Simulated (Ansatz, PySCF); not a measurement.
CH12Si5, SMILES [SiH3][Si]1([SiH3])[SiH2]C[SiH2]1.

Coordinates come from a B3LYP-D3(BJ)/def2-SVP optimisation. The structure was generated by enumeration, and PubChem lists no compound with its InChIKey, so it may never have been made.

Vertical ionisation energy (IE) and electron affinity (EA) in eV. Rows of orbital energies are one-electron estimates. Where ΔSCF, EOM or ADC give a negative EA the extra electron is unbound and the value depends on the basis.

```json
[
 {"level": "−ε(HOMO), −ε(LUMO), M06-2X/def2-TZVP (PySCF)", "IE": "8.11", "EA": "-0.11"},
 {"level": "−ε(HOMO), −ε(LUMO), PBE/def2-TZVP (PySCF)", "IE": "6.27", "EA": "1.47"},
 {"level": "ΔSCF, CAM-B3LYP/def2-SVPD (Ansatz), final states of multiplicity 2 and 2", "IE": "8.90", "EA": "-0.90"},
 {"level": "ΔSCF, PBE/def2-SVPD (Ansatz), final states of multiplicity 2 and 2", "IE": "8.62", "EA": "-0.48"}
]
```

Problem. What vertical singlet–triplet gap does ΔSCF give with CAM-B3LYP/def2-SVPD (Ansatz, a first-principles code) and with PBE/def2-SVPD (Ansatz)? (An estimate is asked for; the answer gives what the named calculation found.)

Solution. 5.19 and 4.69 eV (triplet above singlet where positive).
